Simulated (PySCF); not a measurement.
**Worked example: entropy of an ideal gas**

B(Br)3 cation (BBr3), SMILES B(Br)(Br)Br (connectivity only; charge and spin as stated), charge +1, multiplicity 2.

Geometry optimised at PBE-D3(BJ)/def2-SVP. The spin state was assumed, not searched. The isomer is the one that the SMILES or the coordinates give; other isomers of the formula were not compared.

PySCF with PBE-D3(BJ)/def2-SVP gives the harmonic wavenumbers 103, 103, 278, 341, 766, 766 cm⁻¹ and the rotational temperatures 0.0564, 0.0564, 0.0282 K. The molar mass is 250.52 g/mol, the symmetry number 6, the spin multiplicity 2.

Problem. Work out the entropy at 298.15 K and 1 atm in the rigid-rotor, harmonic-oscillator model.

Solution. 
Translation (Sackur–Tetrode at 1 atm): S = R[1.5 ln M + 2.5 ln T − 1.16487] = 177.6 J/(mol K).
Rotation: q = (√π/σ) T^1.5/√(θA θB θC) = 161000, S = R[ln q + 3/2] = 112.1 J/(mol K).
Vibration: with u = 1.4388 ν/T, each mode gives R[u/(e^u − 1) − ln(1 − e^−u)]:
```json
[
 {"ν (cm⁻¹)": "103", "modes": "2", "u": "0.50", "S (J/(mol K))": "28.42"},
 {"ν (cm⁻¹)": "278", "modes": "1", "u": "1.34", "S (J/(mol K))": "6.47"},
 {"ν (cm⁻¹)": "341", "modes": "1", "u": "1.65", "S (J/(mol K))": "5.05"},
 {"ν (cm⁻¹)": "766", "modes": "2", "u": "3.70", "S (J/(mol K))": "1.98"}
]
```
These are all the modes. Sum 41.9 J/(mol K).
Spin: R ln 2 = 5.8 J/(mol K).
Total 337.5 J/(mol K); the program's own thermochemistry gives 337.5. Translation makes up 53 % and vibration 12 %. Anharmonicity, hindered rotation and orbital degeneracy are left out.
